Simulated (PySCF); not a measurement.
C3H9NSi2, SMILES N1C[SiH2][SiH2]C=1C.

Geometry: PBE0-D3(BJ)/def2-SVP. This is a generated structure with no PubChem entry under its InChIKey; it may be hypothetical. The values are those of a single conformer.

Two levels are set side by side: PBE/def2-TZVP (PySCF) and HF/def2-TZVP (PySCF). Same geometry, gas phase. Differences are taken from unrounded values.

```tsv
quantity	HF	PBE	PBE minus HF
orbital gap (eV)	12.22	3.55	-8.67
highest occupied level (eV)	-9.40	-5.32	4.08
lowest empty level (eV)	2.82	-1.77	-4.59
dipole moment (D)	1.12	0.38	-0.74
mean polarisability (bohr³)	91.9	104.4	12.5
```

Without exact exchange PBE keeps part of each electron's self-repulsion, which lifts occupied levels and narrows the gap. PBE's more diffuse valence density responds more strongly to a field. Differences between two approximate levels are no errors against the true value.

Rough cost on one machine, each run with all the roots and properties that it gave: HF against PBE about 1/3.
